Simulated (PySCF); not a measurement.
Magnetisability: `[AsH3]`, AsH3

Molfile (atoms numbered from 1):
```
AsH3
     RDKit          3D

  4  3  0  0  0  0  0  0  0  0999 V2000
    0.0077   -0.0009    0.6210 As  0  0  0  0  0  3  0  0  0  0  0  0
   -0.1584    1.2497   -0.2358 H   0  0  0  0  0  0  0  0  0  0  0  0
   -1.0043   -0.7746   -0.2174 H   0  0  0  0  0  0  0  0  0  0  0  0
    1.1717   -0.4953   -0.2314 H   0  0  0  0  0  0  0  0  0  0  0  0
  1  2  1  0
  1  3  1  0
  1  4  1  0
M  END
```

The calculation used GIAO B3LYP/6-311G** magnetisability, rotational g tensor and spin-rotation constants, non-relativistic, gas phase in PySCF. Geometry: PBE0-D3(BJ)/def2-SVP.

The calculation is non-relativistic, which matters for the atoms heavier than Zn.

Question: What are the magnetisability and the molar susceptibility?

Answer: Isotropic -603 × 10⁻³⁰ J/T², or -36.3 × 10⁻⁶ cm³/mol; principal values -618, -618, -572 × 10⁻³⁰ J/T², anisotropy 46 × 10⁻³⁰ J/T² (root of half the summed squared differences of the principal values). The susceptibility is in cgs units.

Question: Split it along the inertial axes a, b, c into diamagnetic and paramagnetic parts about the centre of mass, with the quadrupole moment.

Answer: 
| axis | χ (10⁻⁶ cm³/mol) | diamagnetic (10⁻⁶ cm³/mol) | paramagnetic (10⁻⁶ cm³/mol) | summed x² of all electrons (Å²) | quadrupole Θ (D Å) |
| --- | --- | --- | --- | --- | --- |
| a | -37.2 | -55.6 | 18.4 | 6.5 | +1.00 |
| b | -37.2 | -55.6 | 18.4 | 6.5 | +1.00 |
| c | -34.5 | -55.4 | 20.9 | 6.6 | -2.00 |

Anisotropies 2χaa − χbb − χcc = -2.8 and 2χbb − χaa − χcc = -2.8 × 10⁻⁶ cm³/mol. Θ is traceless in Buckingham's convention.

Question: And the rotational g tensor?

Answer: 
```csv
axis,rotational constant (GHz),g,nuclear part,electronic part
a,111.7747,+0.0241,0.9895,-0.9654
b,111.7594,+0.0241,0.9894,-0.9653
c,104.1726,-0.0257,0.9995,-1.0252
```
Oblate top; isotopes 75As, 1H; no vibrational averaging.
